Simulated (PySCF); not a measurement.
## AlSn: script and output

Input:

```python
from pyscf import gto, dft

mol = gto.M(
    atom='Al 0 0 0; Sn 0 0 2.545',
    basis='def2-svp',
    ecp={'Sn': 'def2-svp'},
    charge=0,
    spin=3,
    verbose=4,
)
mf = dft.UKS(mol, xc='m06l')
mf.kernel()
mf.mulliken_pop()
mf.dip_moment()
print('orbital energies (hartree):', [e[max(0, n-3):n+3].round(4) for e, n in zip(mf.mo_energy, mol.nelec)])
```

```bash
$ OMP_NUM_THREADS=1 python input.py
```

Output (some set-up lines and the per-cycle HOMO/LUMO lines with their warnings removed):

```
PySCF version 2.14.0

[INPUT] Symbol           X                Y                Z      unit          X                Y                Z       unit  Magmom
[INPUT]  1 Al     0.000000000000   0.000000000000   0.000000000000 AA    0.000000000000   0.000000000000   0.000000000000 Bohr   0.0
[INPUT]  2 Sn     0.000000000000   0.000000000000   2.545000000000 AA    0.000000000000   0.000000000000   4.809352987018 Bohr   0.0

nuclear repulsion = 59.4674586731316
number of shells = 18
number of NR pGTOs = 97
number of NR cGTOs = 44
basis = def2-svp
ecp = {'Sn': 'def2-svp'}

******** <class 'pyscf.dft.uks.UKS'> ********
method = UKS
initial guess = minao
damping factor = 0
level_shift factor = 0
DIIS = <class 'pyscf.scf.diis.CDIIS'>
SCF conv_tol = 1e-09
SCF max_cycles = 50
number electrons alpha = 19  beta = 16
XC functionals = m06l

grids dens level: 3
tot grids = 41144
init E= -434.374617214449

cycle= 1 E= -455.221270947888  delta_E= -20.8  |g|= 1.47  |ddm|= 5.33

cycle= 2 E= -445.054675475132  delta_E= 10.2  |g|= 4.04  |ddm|= 8.38
cycle= 3 E= -456.702017940992  delta_E= -11.6  |g|= 0.231  |ddm|= 7.16
cycle= 4 E= -456.737820123176  delta_E= -0.0358  |g|= 0.0606  |ddm|= 0.565
cycle= 5 E= -456.730708072084  delta_E= 0.00711  |g|= 0.092  |ddm|= 0.356
cycle= 6 E= -456.743142387852  delta_E= -0.0124  |g|= 0.00809  |ddm|= 0.24
cycle= 7 E= -456.743240022959  delta_E= -9.76e-05  |g|= 0.00219  |ddm|= 0.0268
cycle= 8 E= -456.74324597726  delta_E= -5.95e-06  |g|= 0.000495  |ddm|= 0.00723
cycle= 9 E= -456.743246327517  delta_E= -3.5e-07  |g|= 7.43e-05  |ddm|= 0.00153
cycle= 10 E= -456.743246340098  delta_E= -1.26e-08  |g|= 2.22e-05  |ddm|= 0.000385
cycle= 11 E= -456.743246341022  delta_E= -9.24e-10  |g|= 3.41e-06  |ddm|= 9.49e-05
Extra cycle  E= -456.743246340996  delta_E= 2.57e-11  |g|= 5.42e-06  |ddm|= 2.32e-05
converged SCF energy = -456.743246340996  <S^2> = 3.7517546  2S+1 = 4.0008772
 ** Mulliken pop       alpha | beta **
pop of  0 Al 1s        0.99983 | 0.99981
pop of  0 Al 2s        0.99618 | 0.99550
pop of  0 Al 3s        0.69387 | 0.62542
pop of  0 Al 4s        0.23675 | 0.21564
pop of  0 Al 2px       0.98646 | 0.98412
pop of  0 Al 2py       0.98646 | 0.98412
pop of  0 Al 2pz       0.98871 | 0.98444
pop of  0 Al 3px       0.12545 | 0.01683
pop of  0 Al 3py       0.12545 | 0.01683
pop of  0 Al 3pz       0.23790 | 0.04258
pop of  0 Al 4px       0.20770 | -0.00093
pop of  0 Al 4py       0.20770 | -0.00093
[32 lines left out]
In total            19.00000 | 16.00000
 ** Mulliken atomic charges   ( Nelec_alpha | Nelec_beta ) **
charge of  0Al =      0.04849  (     7.06406      5.88745 )
charge of  1Sn =     -0.04849  (    11.93594     10.11255 )
Dipole moment(X, Y, Z, Debye): -0.00000,  0.00000,  0.05686
orbital energies (hartree): [array([-0.1728, -0.1728, -0.168 , -0.0762, -0.0762,  0.0247]), array([-0.9606, -0.3915, -0.2517, -0.1364, -0.1364, -0.1225])]
```

In short: E(SCF) = -456.743246 Eh, 11 cycles, ⟨S²⟩ = 3.752, μz(SCF) = 0.06 D.

Hardware: Arm Neoverse V1, 1 thread, shared host. Wall time 5.1 s, peak memory 0.2 GiB.

The bond length is a typed value, not an optimised one. No search for the lowest solution was made.
